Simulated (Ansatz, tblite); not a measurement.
Removing and adding an electron: the cluster Ge₂S₂. Total charge 0; singlet. Geometry: PBE0-D4/def2-SVP. Ansatz, gas phase; energy differences of separate SCF runs; the oxidised species was run as a doublet alone; the reduced species was run as a doublet alone.

Cartesian coordinates in Å:
```
Ge -0.540 -0.865 1.115
Ge 0.184 1.144 -0.970
S -0.842 -0.884 -1.143
S 1.198 0.605 0.998
```

The xTB rows come from tblite. The structure comes from a short search, and lower isomers may exist.

| level | −HOMO (eV) | vertical IE (eV) | −LUMO (eV) | vertical EA (eV) | HOMO–LUMO gap (eV) | IE − EA (eV) | remarks |
| --- | --- | --- | --- | --- | --- | --- | --- |
| GFN1-xTB | 9.37 | 12.30 | 7.40 | 5.17 | 1.97 | 7.13 | – |
| GFN2-xTB | 10.46 | 13.46 | 8.07 | 5.00 | 2.40 | 8.46 | – |
| PBE-D4/def2-TZVPD | 5.71 | – | 3.55 | 1.24 | 2.16 | – | HOMO above zero (-1 doublet) |
| PBE0-D4/def2-TZVP | 6.60 | 8.47 | 2.79 | – | 3.80 | – | – |

Task: Estimate the rows for PBE-D4/def2-TZVP, r2SCAN-D4/def2-TZVP, r2SCAN-D4/def2-TZVPD, PBE0-D4/def2-TZVPD.

Result: 
```
               level  −HOMO (eV)  vertical IE (eV)  −LUMO (eV)  vertical EA (eV)  HOMO–LUMO gap (eV)  IE − EA (eV)                       remarks
    PBE-D4/def2-TZVP        5.67              8.34        3.51                 –                2.16             –                             –
 r2SCAN-D4/def2-TZVP        5.91              8.46        3.52                 –                2.40             –                             –
r2SCAN-D4/def2-TZVPD        5.93                 –        3.53              1.38                2.40             –  HOMO above zero (-1 doublet)
  PBE0-D4/def2-TZVPD        6.62                 –        2.83              1.25                3.80             –  HOMO above zero (-1 doublet)
```

   A HOMO above zero means that the electron is unbound at that level or that self-interaction error raises the level; the energy of removing that electron tells which. Raw xTB energy differences between charge states are shifted by several eV; the methods need an empirical correction for them.
